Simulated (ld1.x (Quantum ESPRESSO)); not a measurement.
# How hard is this boron (B) PAW potential?

```
Element                 : B
Generator               : ld1.x (Quantum ESPRESSO) 7.5
Type                    : PAW
Functional              : PBEsol
Relativity              : scalar-relativistic
Frozen core             : [He]
Valence charge          : 3
Reference configuration : 2s2 2p0 (charge +1)
Partial waves           : 2s (bound): rcut 1.40, rcutus 1.55 bohr; 2s channel at -0.55 Ry: rcut 1.40, rcutus 1.55 bohr; 2p (bound, empty): rcut 1.90, rcutus 2.50 bohr; 2p channel at -0.6 Ry: rcut 1.90, rcutus 2.50 bohr
Local potential         : all-electron potential smoothed inside 1.40 bohr (lloc = -2)
Core correction         : Bessel-smoothed model core inside 1.10 bohr
Augmentation charge     : PSQ, inside the norm-conserving radii
```

The pseudo-atom Hamiltonian at the reference potential is diagonalised in spherical Bessel functions j_l(qr) that vanish at 20 bohr, with q² up to the cutoff. All-electron valence levels (Ry): 2s -1.4243, 2p -0.9736.

**Question.** How do the lowest levels (Ry) of each channel move with the cutoff, and are there ghosts?

**Answer.**

| cutoff (Ry) | s #1 | s #2 | p #1 | d #1 | f #1 | Σ f·Δε (mRy) |
| --- | --- | --- | --- | --- | --- | --- |
| 8 | -1.4237 | -0.3131 | -0.9609 | -0.1555 | -0.0442 | 1.1 |
| 10 | -1.4239 | -0.3132 | -0.9710 | -0.1557 | -0.0442 | 0.8 |
| 12 | -1.4241 | -0.3133 | -0.9733 | -0.1558 | -0.0442 | 0.4 |
| 15 | -1.4242 | -0.3134 | -0.9735 | -0.1558 | -0.0442 | 0.2 |
| 400 | -1.4243 | -0.3134 | -0.9736 | -0.1558 | -0.0442 | 0.0 |

Result: no extra level below or beside the all-electron valence levels (s, p, d, f tested); 10 mRy is reached at 6 Ry and 1 mRy at 10 Ry.

The cutoffs count occupied waves only; the empty 2p level needs 10 Ry at the loose tolerance.
